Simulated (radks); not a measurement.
The numbers below are computed, except where a source is named.
P14+, configuration 1s1 (the NIST ground configuration).

Code: a radial shooting solver on a logarithmic mesh with Libxc functionals. Model: Dirac Kohn-Sham, BLYP, spin-unpolarised, spherical densities, finite nucleus; Fermi nuclear charge, rms radius 3.1889 fm.

Energy parts (hartree):
part                      energy
total                 -112.03932
kinetic                112.70926
electron-nucleus      -225.54513
Hartree                  4.68508
exchange-correlation    -3.88854

Orbitals (lengths in bohr, moments of r in powers of bohr; r(max) is where P^2 peaks):
orbital,occ.,eigenvalue (hartree),r(max),<r^2>,small-component weight
1s1/2,1,-108.3620,0.06637,0.01342,2.98e-03
2p1/2,0,-26.31962,0.2813,0.1464,6.75e-04
2p3/2,0,-26.24763,0.2826,0.1474,6.73e-04

The highest occupied level is 1s1/2 at -2948.7 eV. The density falls to 0.001 e/bohr^3 at r = 0.47 bohr. The electron density at the nucleus is 1166 e/bohr^3. For comparison, the ionisation energy in NIST's Atomic Spectra Database is 3069.8 eV (theoretical). In exact Kohn-Sham theory the highest level is minus the ionisation energy, but local and semilocal functionals leave it too shallow, through self-interaction and a potential that decays too fast; potentials with the right tail come closer.

Beside tabulated values, note that spin-unpolarised runs miss the spin-polarisation part of the exchange energy of open shells.
